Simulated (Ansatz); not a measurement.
Born–Oppenheimer molecular dynamics of CH₆NSi₂ (10 atoms, charge 1, multiplicity 1). It starts at the highest image of a converged band, a first-order saddle point between two minima.

Theory: RKS r2SCAN-D4/STO-3G in Ansatz 0.2.0.

- ensemble: NVE (velocity Verlet)
- time step: 0.5 fs
- steps asked: 200
- starting velocities drawn for: 100 K
- seed: 6146

First frame:

```xyz
10
Properties=species:S:1:pos:R:3
Si -1.635 1.697 -1.553
Si -0.238 0.509 -0.365
C 0.913 -0.936 -0.240
N 0.741 -0.199 1.125
H -1.909 0.168 -1.241
H -2.288 2.163 -0.308
H 0.538 -1.970 -0.191
H 1.948 -0.886 -0.608
H 1.621 0.241 1.499
H 0.309 -0.787 1.883
```

(1) How far do the bonds stretch over the last three quarters of this one trajectory? (Pairs bonded in most of those frames.)

## Answers

(1) 
| bond | mean (Å) | spread (Å) | shortest | longest |
| --- | --- | --- | --- | --- |
| Si1–Si2 | 2.339 | 0.088 | 2.17 | 2.42 |
| Si1–H6 | 1.498 | 0.020 | 1.47 | 1.53 |
| Si2–C3 | 1.861 | 0.021 | 1.83 | 1.90 |
| Si2–N4 | 1.916 | 0.034 | 1.86 | 1.97 |
| Si2–H5 | 1.487 | 0.043 | 1.42 | 1.63 |
| C3–N4 | 1.562 | 0.014 | 1.53 | 1.59 |
| C3–H7 | 1.101 | 0.010 | 1.08 | 1.12 |
| C3–H8 | 1.101 | 0.011 | 1.08 | 1.12 |
| N4–H9 | 1.052 | 0.009 | 1.04 | 1.07 |
| N4–H10 | 1.052 | 0.006 | 1.04 | 1.06 |

Mean temperature of the second half: 546 K. The conserved energy stayed within 0.058 meV per atom of its start (net change 0.031 meV per atom), so the integration is sound. The system heated up, since it started high on the potential surface and ran downhill. A run of 0.1 ps of so small a system gives no equilibrium averages. The orbitals stay closed-shell, which can raise the energy where a bond breaks towards radicals; this wasn't checked here. Limits of this set-up: minimal basis, the dipole of an ion depends on the origin.

Time of the run: 7.8 min on 1 thread of Arm Neoverse V2, on a shared host, peak memory 0.11 GiB.
